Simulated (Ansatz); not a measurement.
`N[CH2][Zn][SiH3]` at its PBE0-D4/def2-TZVP geometry, where that method's forces vanish. Charge 0, multiplicity 1.

```xyz
11

N     0.4621    1.2312    2.1668
C    -0.4145    1.4198    0.9982
Zn   -0.2894    0.0336   -0.4193
Si   -0.0041   -1.7226   -2.0141
H     0.2714    0.3507    2.6278
H     1.4360    1.2075    1.8926
H    -0.2018    2.4049    0.5719
H    -1.4458    1.4894    1.3573
H    -0.3101   -3.0674   -1.4418
H     1.3918   -1.7937   -2.5397
H    -0.8955   -1.5533   -3.1996
```

Task: What forces (eV/Å) does r2SCAN-D4/def2-TZVPP give on these atoms in Ansatz 0.2.0? (An estimate is asked.)

Result: Ansatz gave: 
```
N1   0.084  0.026  0.163
C2  -0.134 -0.011 -0.225
Zn3  0.007 -0.023 -0.015
Si4  0.002  0.054  0.066
H5   0.007 -0.040 -0.003
H6   0.028 -0.024 -0.016
H7   0.004 -0.005  0.005
H8   0.007 -0.002  0.003
H9   0.005  0.023 -0.013
H10 -0.026  0.000  0.007
H11  0.016  0.002  0.026
```
